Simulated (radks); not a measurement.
The numbers below are computed, except where a source is named.
Question: The rhodium ion Rh3+, configuration [Kr] 4d6. Code: a radial shooting solver on a logarithmic mesh with Libxc functionals. Model: scalar-relativistic Kohn-Sham, SOGGA, spin-polarised, spherical densities, point nucleus; open shells are filled with parallel spins first (spin-orbit coupling, left out, can overturn this in heavy ions). Some entries of the table are withheld. Estimate them.

orbital,occ.,eigenvalue (hartree),<r> (bohr)
1s down,1,-847.5035,0.03264
1s up,1,-847.5034,0.03264
2s up,1,-124.0371,0.1420
2s down,1,-124.0114,0.1420
2p up,3,-111.3209,0.1238
2p down,3,-111.3013,0.1237
3s up,1,-23.26129,0.3909
3s down,1,-23.24656,0.3908
3p up,3,-19.08294,0.3907
3p down,3,-19.06639,0.3906
3d up,5,-12.39967,0.3705
3d down,5,-12.37521,0.3703
4s up,1,-4.39439,0.9742
4s down,1,-4.28129,0.9709
4p up,3,-3.20530,1.066
4p down,3,-3.08652,1.063
4d up,5,-1.49635,(1)
4d down,1,-1.37604,(2)
5s up,0,-1.10931,2.428
5s down,0,-1.04124,2.494
5p up,0,-0.84212,2.825
5p down,0,-0.79017,2.913

Answer: 
(1) 4d up <r> (bohr): 1.361
(2) 4d down <r> (bohr): 1.376
